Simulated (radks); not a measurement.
Results of a calculation; reference values are marked as such.
Spherical quantum dot in the effective-mass picture: electrons in a parabolic well V = omega^2 r^2 / 2 with omega = 0.119, with a point charge +1 (a donor) at the centre, all in effective atomic units (hartree* = m*/eps^2 hartree, bohr* = eps/m* bohr), one dielectric constant everywhere. Level of theory: non-relativistic Kohn-Sham, LDA (Slater exchange, Perdew-Wang correlation), spin-polarised, spherical densities (a radial shooting solver with Libxc functionals). Levels are named by radial order and angular momentum (1s, 1p, 1d, 2s, ...), and open shells are averaged over m. Each electron was tried in the lowest free levels, single moves between levels near the top were tried too, and the lowest total energy was kept; such a search can miss a lower state. At N = 1 the Hartree and exchange-correlation terms need not cancel, so that row can carry a self-interaction error.

N,open shells,2S,E (hartree*),mu = E(N) - E(N-1) (hartree*),addition energy mu(N+1) - mu(N) (hartree*),e(HOMO) (hartree*),rms radius (bohr*)
1,"1s(up 1, down 0)",1,-0.456637,-0.45664,0.4997,-0.23514,1.707
2,none,0,-0.413616,0.043020,0.4405,0.18662,2.337
3,"1p(up 1, down 0)",1,0.0699268,0.48354,0.1463,0.55610,3.545
4,"1p(up 2, down 0)",2,0.699738,0.62981,0.1439,0.70279,4.214
5,"1p(up 3, down 0)",3,1.47350,0.77376,0.1513,0.84362,4.706
6,"1p(up 3, down 0) 2s(up 1, down 0)",4,2.39853,0.92503,0.1464,0.98900,5.165
7,"1p(up 3, down 1) 2s(up 1, down 0)",3,3.46996,1.0714,0.1179,1.1306,5.521
8,"1p(up 3, down 2) 2s(up 1, down 0)",2,4.65934,1.1894,0.1161,1.2478,5.831
9,"2s(up 1, down 0)",1,5.96482,1.3055,0.1251,1.3627,6.110
10,none,0,7.39536,1.4305,0.1461,1.4880,6.388
11,"1d(up 1, down 0)",1,8.97199,1.5766,0.1029,1.6284,6.652
12,"1d(up 2, down 0)",2,10.6515,1.6795,0.1010,1.7303,6.892
13,"1d(up 3, down 0)",3,12.4320,1.7805,0.09920,1.8304,7.113
14,"1d(up 4, down 0)",4,14.3118,1.8797,0.09741,1.9287,7.319
15,"1d(up 5, down 0)",5,16.2889,1.9771,0.1131,2.0253,7.512
16,"1d(up 5, down 1)",4,18.3791,2.0902,0.09205,2.1364,7.699
17,"1d(up 5, down 2)",3,20.5614,2.1823,0.09087,2.2279,7.876
18,"1d(up 5, down 3)",2,22.8345,2.2731,0.08967,2.3182,8.045
19,"1d(up 5, down 4)",1,25.1973,2.3628,0.08847,2.4072,8.205
20,none,0,27.6486,2.4513,0.1284,2.4951,8.359
21,"1f(up 1, down 0)",1,30.2282,2.5797,0.08406,2.6219,8.518
22,"1f(up 2, down 0)",2,32.8920,2.6637,0.08314,2.7054,8.670
23,"1f(up 3, down 0)",3,35.6388,2.7469,0.08223,2.7881,8.815
24,"1f(up 4, down 0)",4,38.4679,2.8291,0.08134,2.8699,8.955
25,"1f(up 5, down 0)",5,41.3783,2.9104,0.08047,2.9508,9.090
26,"1f(up 6, down 0)",6,44.3692,2.9909,-,3.0309,9.220

All shells are closed at N = 2, 10, 20 (there: 1s2 1p6 1d10 2s2); the second difference of the energy has clear peaks (12 % above both neighbours; the first and last values, which can be the largest, are not judged, and half-filled shells can peak too) at N = 10, 15, 20.
